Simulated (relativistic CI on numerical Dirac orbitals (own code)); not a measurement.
## Os²⁺: 4f photoemission

Computed with this model: Dirac-Coulomb-Breit CI, orbitals from a KLI potential per configuration, QED by a radiative potential, valence Slater integrals scaled by 0.9, multiplet model of photoemission in the sudden approximation; configurations [Xe] 4f14 5d6 → [Xe] 4f13 5d6; 300 K; Lorentzian 0.25 eV and Gaussian 0.5 eV FWHM. Energies are those of the free ion, without screening or charge transfer. The energies are binding energies and can lie tens of eV above those of solids. S is read from ⟨S²⟩ = S(S + 1).

Field parameters in Wybourne normalisation: Oh B⁴₀ = 21Dq, B⁴₄ = √(5/14) B⁴₀. The field is a parameter set, without covalency.

Computed curve for free ion, scaled to 100 at the maximum (points under 2 are left out and the grid is thinned):

```tsv
Energy (eV)	Intensity
74.4	2.2
74.6	2.8
74.8	3.7
75.0	5.5
75.3	14.0
75.5	31.4
75.7	58.5
75.9	76.1
76.1	80.0
76.3	86.2
76.5	95.2
76.7	100.0
77.0	86.1
77.2	64.2
77.4	41.7
77.6	26.2
77.8	19.1
78.0	17.9
78.2	21.2
78.4	29.9
78.7	51.6
78.9	60.7
79.1	58.3
79.3	53.3
79.5	53.7
79.7	53.8
79.9	51.6
80.1	50.8
80.4	43.9
80.6	32.6
80.8	21.6
81.0	14.4
81.2	10.2
81.4	7.6
81.6	5.9
81.8	4.8
82.1	3.6
82.3	2.7
82.5	2.2
82.7	2.0
```

The ground state has S = 1.91, and the centroid lies at 77.91 eV.
